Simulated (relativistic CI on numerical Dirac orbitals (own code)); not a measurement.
Br⁺: calculation against measurement

Method of calculation: Dirac-Coulomb-Breit CI, orbitals from a KLI potential per configuration, model QED, valence Slater integrals scaled by 0.85, configuration energies shifted to the measured levels that pair with them (semi-empirical) (own radial code, finite nucleus).

Configuration list (outside the closed core [Ar] 3d10): 4s2.4p4, 4s2.4p3.5s, 4s.4p5, 4s2.4p3.4d, 4s2.4p3.5p, 4s2.4p2.4d2, 4p6, 4s2.4p3.6s, 4s.4p4.4d, 4s2.4p3.5d, 4s2.4p3.6p, 4s2.4p3.4f, 4s2.4p3.6d, 4s2.4p3.5f, 4s2.4p3.5g, 4s2.4p3.6f. Levels of other configurations are missing.

| Configuration | Term (tabulated) | J | Measured (cm⁻¹) | Computed | Error | Purity (%) |
| --- | --- | --- | --- | --- | --- | --- |
| 4s2.4p4 | 3P | 2 | 0.0 | 0 | 0 | 96 |
| 4s2.4p4 | 3P | 1 | 3136.5 | 3053 | -83 | 98 |
| 4s2.4p4 | 3P | 0 | 3837.4 | 3692 | -145 | 95 |
| 4s2.4p4 | 1D | 2 | 12089.1 | 12536 | 446 | 96 |
| 4s2.4p4 | 1S | 0 | 27867.1 | 25379 | -2488 | 93 |
| 4s2.4p3.5s | 5S° | 2 | 93921.4 | 93109 | -813 | 98 |
| 4s.4p5 | 3P° | 2 | 96433.3 | 96483 | 50 | 67 |
| 4s2.4p3.5s | 3S° | 1 | 98470.1 | 98046 | -424 | 94 |
| 4s.4p5 | 3P° | 1 | 98801.1 | 98822 | 20 | 63 |
| 4s.4p5 | 3P° | 0 | 100236.2 | 100200 | -36 | 64 |
| 4s2.4p3.4d | 5D° | 3 | 104038.6 | 104008 | -30 | 97 |
| 4s2.4p3.4d | 5D° | 2 | 104080.2 | 104071 | -9 | 97 |
| 4s2.4p3.4d | 5D° | 4 | 104091.4 | 104018 | -74 | 97 |
| 4s2.4p3.4d | 5D° | 1 | 104145.5 | 104145 | -1 | 96 |
| 4s2.4p3.4d | 5D° | 0 | 104200.0 | 104199 | -1 | 94 |
| 4s2.4p3.5s | 3D° | 1 | 109422.2 | 109845 | 423 | 77 |
| 4s2.4p3.5s | 3D° | 2 | 109676.5 | 110182 | 505 | 79 |
| 4s2.4p3.5s | 3D° | 3 | 110372.2 | 110870 | 498 | 84 |
| 4s2.4p3.4d | 3D° | 3 | 112454.5 | 113553 | 1099 | 81 |
| 4s2.4p3.5p | 5P | 1 | 114676.8 | 114584 | -93 | 98 |
| 4s2.4p3.5p | 5P | 2 | 114812.0 | 114722 | -90 | 96 |
| 4s2.4p3.5p | 5P | 3 | 115170.0 | 115035 | -135 | 98 |
| 4s2.4p3.5p | 3P | 1 | 117555.2 | 117691 | 135 | 97 |
| 4s2.4p3.5p | 3P | 2 | 117761.1 | 117863 | 102 | 96 |
| 4s2.4p3.5p | 3P | 0 | 117828.4 | 117918 | 90 | 99 |

Measured levels from NIST Handbook of Basic Atomic Spectroscopic Data (Sansonetti and Martin, J. Phys. Chem. Ref. Data 34, 1559 (2005)); pairs were made by configuration, J and term (by order where the table uses no LS term), so strongly mixed levels may be paired wrongly.

Mean error by configuration (cm⁻¹): 4s2.4p4 -568; 4s2.4p3.5s 38; 4s.4p5 12; 4s2.4p3.4d 164; 4s2.4p3.5p 2. Over the excited levels the mean absolute error is 325 cm⁻¹ (24 of the 28 excited levels that our extract of the source holds in range could be paired, and the others can miss by more), and the median relative error of those above 1,000 cm⁻¹ is 0.1 %, both after the shifts were fitted to these levels, so that a configuration with one level shows no error.

Transition probabilities of persistent lines. The last column rescales the computed rate by the cube of measured over computed energy:

```tsv
λ measured (Å)	Lower	Upper	A tabulated (s⁻¹)	A computed	A rescaled
4704.92 air	4s2.4p3.5s 5S°_2	4s2.4p3.5p 5P_3	1.10e+08	1.52e+08	1.38e+08
4785.48 air	4s2.4p3.5s 5S°_2	4s2.4p3.5p 5P_2	9.40e+07	1.44e+08	1.30e+08
4816.68 air	4s2.4p3.5s 5S°_2	4s2.4p3.5p 5P_1	1.10e+08	1.42e+08	1.28e+08
```

Configurations whose levels could be paired with our table of measured levels were shifted onto them, all but the ground configuration, by the median error of their levels; single terms can still be off by 1,000 to 2,000 cm⁻¹ or more, and rates follow the energies as ν³ (E1, M1) or ν⁵ (E2). The others borrow a shift and can be off by several thousand cm⁻¹ or more. The fine structure of a lone outer electron comes out too small, for d and f at times inverted, and misplaced configurations move strength between like terms. 24 of the 28 excited levels that our extract of the measured tables holds in this range could be paired (the sources list more); they are missed by 325 cm⁻¹ on average and 2488 at most, after the shifts were fitted to these levels, and levels without a partner can miss by more.

Shifts applied (cm⁻¹): 4s2.4p4 0; 4s2.4p3.5s -6695; 4s.4p5 -7156; 4s2.4p3.4d -5218; 4s2.4p3.5p -4960.
